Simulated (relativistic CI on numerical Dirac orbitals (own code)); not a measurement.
## Hyperfine structure of Sn16+, mass number 117

Computed by Dirac-Coulomb-Breit CI, separate exchange-only KLI orbitals for each configuration, a model potential for QED, unscaled Slater integrals (own radial code, finite nucleus).

CI space (outside the closed core [Ar] 3d10): 4s2 4p4, 4s 4p5, 4p6, 4s2 4p3 4d, 4s 4p4 4d, 4s2 4p3 4f, 4s 4p4 4f, 4p5 4d, 4s 4p3 4d2, 4s2 4p2 4d 4f, 4s2 4p3 5s, 4p4 4d2, 4p3 4d3, 4p3 4d2 4f, 4p3 4d2 5s. Double excitations out of closed p, d and f shells are left out; levels of such configurations are missing from the list, as are those of other unlisted configurations, and high levels can miss mixing partners.

Nuclear spin I = 1/2, μ = -0.9995 μN (tables of Stone and Pyykkö). The electronic factors are computed for point nuclear moments, without core polarisation or the Bohr-Weisskopf and QED corrections.

```json
{"Level": "4s2 4p4 3P_2", "E (eV)": "0.0000", "A (GHz)": "-19.25"}
{"Level": "4s2 4p4 3P_1", "E (eV)": "9.0069", "A (GHz)": "5.406"}
{"Level": "4s2 4p4 1D_2", "E (eV)": "11.7564", "A (GHz)": "-45.66"}
{"Level": "4s 4p5 3P°_2", "E (eV)": "50.2272", "A (GHz)": "-105.5"}
{"Level": "4s 4p5 3P°_1", "E (eV)": "54.3950", "A (GHz)": "-7.804"}
{"Level": "4s 4p5 1P°_1", "E (eV)": "65.8415", "A (GHz)": "-154.7"}
{"Level": "4s2 4p3 4d 5D°_3", "E (eV)": "68.1031", "A (GHz)": "-8.949"}
{"Level": "4s2 4p3 4d 5D°_1", "E (eV)": "68.8291", "A (GHz)": "-3"}
```

Levels with J = 0, under 50 % of one LS term, or S terms without an open s electron are left out. Small factors come from cancelling terms and can be off by tens of per cent or more.

At this charge energies of transitions that change n are usually good to better than 1 %, and those within a shell (Δn = 0) to a few per cent.

Task: Give the hyperfine levels of 4s2 4p4 3P_2 relative to its centre of gravity.

Result: With K = F(F + 1) − I(I + 1) − J(J + 1), E = AK/2: F = 3/2: 28.87, F = 5/2: -19.25 GHz.

LS names give the leading component of a level, which can be under half, so a name can repeat, a term be missing and a line seem to break the LS rules.
